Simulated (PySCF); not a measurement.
Isomers of C8H7FO, mass 138.048 u with the commonest isotopes. Level of theory: PBE0/pcSseg-1 in PySCF (dipole) on a GFN2-xTB geometry, gas phase. One conformer each, none proved a minimum here; rigid rotors.

Question: Order these by rotational constant C, smallest first.
A. `[CH3:1][c:2]1[cH:3][cH:4][cH:5][c:6]([C:7](=[O:8])[F:9])[cH:10]1` with C5–C6–C7–O8 180°
B. `[CH3:1][C:2](=[O:3])[c:4]1[cH:5][cH:6][cH:7][cH:8][c:9]1[F:10]` with C1–C2–C4–C5 180°
C. `[O:1]=[CH:2][c:3]1[cH:4][cH:5][c:6]([CH2:7][F:8])[cH:9][cH:10]1` with O1–C2–C3–C4 180°, C5–C6–C7–F8 0°

Answer: C (584.4 MHz), A (692.6 MHz), B (792.0 MHz).

Question: Order these by radius of gyration √(Σ m r²/M), smallest first.
A. `[CH3:1][C:2](=[O:3])[c:4]1[cH:5][cH:6][cH:7][cH:8][c:9]1[F:10]` with C1–C2–C4–C5 180°
B. `[O:1]=[CH:2][c:3]1[cH:4][cH:5][c:6]([CH2:7][F:8])[cH:9][cH:10]1` with O1–C2–C3–C4 180°, C5–C6–C7–F8 0°
C. `[CH3:1][c:2]1[cH:3][cH:4][cH:5][c:6]([C:7](=[O:8])[F:9])[cH:10]1` with C5–C6–C7–O8 180°

Answer: A (2.153 Å), C (2.301 Å), B (2.505 Å).

Question: Order these by rotational constant B, smallest first.
A. `[CH3:1][c:2]1[cH:3][cH:4][cH:5][c:6]([C:7](=[O:8])[F:9])[cH:10]1` with C5–C6–C7–O8 180°
B. `[CH3:1][C:2](=[O:3])[c:4]1[cH:5][cH:6][cH:7][cH:8][c:9]1[F:10]` with C1–C2–C4–C5 180°
C. `[O:1]=[CH:2][c:3]1[cH:4][cH:5][c:6]([CH2:7][F:8])[cH:9][cH:10]1` with O1–C2–C3–C4 180°, C5–C6–C7–F8 0°

Answer: C (665.7 MHz), A (929.4 MHz), B (1219 MHz).

| SMILES | point group | Ia (u·Å²) | Ib (u·Å²) | Ic (u·Å²) | κ | μa (D) | μb (D) | μc (D) |
| --- | --- | --- | --- | --- | --- | --- | --- | --- |
| Cc1cccc(C(=O)F)c1 | Cs | 188.99 | 543.78 | 729.64 | -0.76 | 4.17 | 1.45 | 0.01 |
| CC(=O)c1ccccc1F | Cs | 226.58 | 414.65 | 638.11 | -0.41 | 2.51 | 1.29 | 0.00 |
| Cc1ccccc1C(=O)F | Cs | 222.11 | 421.43 | 640.43 | -0.45 | 3.66 | 1.42 | 0.00 |
| O=Cc1ccc(CF)cc1 | Cs | 108.86 | 759.14 | 864.77 | -0.96 | 2.38 | 0.18 | 0.00 |
| CC(=O)c1cccc(F)c1 | Cs | 197.60 | 535.85 | 730.30 | -0.73 | 1.34 | 0.69 | 0.00 |
